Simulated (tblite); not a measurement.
Species: C5H16GaNO.
Geometry (GFN2-xTB, Å), atoms numbered from 1 in this order:
```
atom  x, y, z in Å
C1    -2.904    0.577    0.749
C2    -2.582   -0.003   -0.623
C3    -1.502   -1.078   -0.526
O4    -0.310   -0.513   -0.005
C5     0.985   -0.818   -0.635
C6     1.063   -0.271   -2.057
Ga7    1.323    0.401    0.929
N8     3.527    0.733    1.192
H9    -3.629    1.384    0.663
H10   -1.995    0.971    1.204
H11   -3.312   -0.191    1.402
H12   -2.222    0.793   -1.279
H13   -3.478   -0.439   -1.070
H14   -1.309   -1.510   -1.513
H15   -1.835   -1.882    0.145
H16    1.107   -1.910   -0.661
H17    2.056   -0.468   -2.459
H18    0.898    0.808   -2.042
H19    0.331   -0.724   -2.729
H20    1.036    1.893    0.640
H21    1.105   -0.127    2.360
H22    3.669    1.374    1.969
H23    3.938    1.150    0.360
H24    4.028   -0.129    1.397
```

All values are computed: GFN2-xTB (tblite) harmonic vibrations without scaling, gas phase. Against measured fundamentals such values can be off by several per cent, at times by over 20. Modes of hydrogen on gallium can be 10 to 20 % off. One conformer, not necessarily the lowest. The optimisation stopped once no atom felt more than 0.01 eV/Å.

Lowest wavenumbers of the output (negative numbers stand for imaginary wavenumbers):
```
mode    cm-1
  1     -46.7
  2      56.2
  3      62.6
  4      79.7
  5      88.9
  6     114.8
  7     154.3
  8     171.6
  9     215.5
 10     228.5
 11     262.9
 12     288.0
 13     303.1
 14     331.5
 15     357.4
```

Is this structure a minimum?

Not by this Hessian. 1 mode is imaginary beyond 20i (47i cm⁻¹), so at this level the point lies at or near a first-order saddle. The curvature is small, so loose convergence or finite differences may be the whole cause.

Which atoms move in the imaginary mode?

47i: C6 23 %, C1 17 %, O4 16 %. These are shares of the mass-weighted motion.

What is the remedy?

Step along that mode in both directions, optimise again with tighter thresholds and repeat the frequencies. The zero-point energy of this point (124.6 kcal/mol) counts the 65 real modes alone, and thermal corrections from it aren't those of a minimum.

Time: 1.3 s wall. Hardware: an Intel Xeon at 2.70 GHz with one thread, shared host with 64 logical CPUs at a one-minute load of 59. This covers the Hessian and the dipole derivatives.
